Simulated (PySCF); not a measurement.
# Electron correlation in F (fluorine, neutral)

[He] 2s2 2p5, 2P determinant. Computed with PySCF 2.14 in x2c-TZVPall, with scalar relativity by spin-free X2C-1e. Frozen: 1s2; 7 electrons correlated.

MP2 pair energies summed by pair of shells (mhartree):

```
 pair   energy  share (%)
2p-2p  -121.97       61.6
2s-2p   -66.10       33.4
2s-2s    -9.92        5.0
```

Total MP2 correlation energy: -197.99 mhartree.

Same-spin part -47.94 and opposite-spin part -150.05 mhartree; SCS-MP2 scales them by 1/3 and 6/5 to -196.04 mhartree.

```csv
level,correlation energy (mhartree)
CCSD,-210.00
(T),-3.44
CCSD(T),-213.44
```

Diagnostics: T1 = 0.0062, D1 = 0.0108, largest double amplitude 0.036.

Cost of the coupled-cluster step: 0.47 s of wall time on 1 thread of Intel(R) Xeon(R) Platinum 8259CL CPU @ 2.50GHz (shared host), for 7 correlated electrons.
